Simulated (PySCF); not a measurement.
A structure optimised at TPSSh-D3(BJ)/def2-SVP, used in a PySCF frequency run:

```
C
F 1 1.3286
C 1 1.3314 2 123.13
H 3 1.0880 1 120.57 2 180.00
H 3 1.0905 4 120.14 1 180.00
Cl 1 1.7299 2 111.92 3 180.00
```
Charge 0, spin multiplicity 1.

Question: Write its SMILES, formula and point group.

Answer: C=C(F)Cl, C2H2ClF, Cs

Question: What are its rotational constants (standard atomic weights)?

Answer: 10.591, 5.0046, 3.3986 GHz
